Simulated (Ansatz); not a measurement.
`C[O][GeH][F]`, charge 0, multiplicity 2.

(1) Give a relaxed structure at PBE0-D4/def2-TZVP (Ansatz). (An estimate is asked.)

## Answers

(1) Computed: 
Z-matrix (Å, degrees):
```
C
O 1 1.410
H 1 1.092 2 107.6
H 1 1.098 2 112.6 3 -119.0
H 1 1.095 2 111.5 3 118.6
Ge 2 1.771 1 120.4 3 159.5
F 6 1.737 2 102.0 1 -167.7
H 6 1.571 2 108.8 1 -55.4
```
